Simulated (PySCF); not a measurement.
H3O, SMILES [OH3+], charge +1. Atoms are numbered in the order given.

```xyz
4

O      0.0000     0.0000     0.0757
H      0.8132     0.4695    -0.2018
H      0.0000    -0.9390    -0.2018
H     -0.8132     0.4695    -0.2018
```
Charge +1, spin multiplicity 1.

Geometry optimised at PBE0-D3(BJ)/def2-TZVPD. The isomer is the one that the SMILES or the coordinates give; other isomers of the formula were not compared.

The numbers are results of PBE0/pcJ-2 (PySCF), not measurements.

Isotropic couplings with Fermi-contact, spin-dipole and both spin-orbit terms, one fixed conformer, no vibrational averaging. Isotopes: 1H.

Computed spin–spin coupling constants:
| pair | bonds apart | J (Hz) |
|---|---|---|
| H2–H3 | 2 | -3.8 |
| H2–H4 | 2 | -3.8 |
| H3–H4 | 2 | -3.8 |
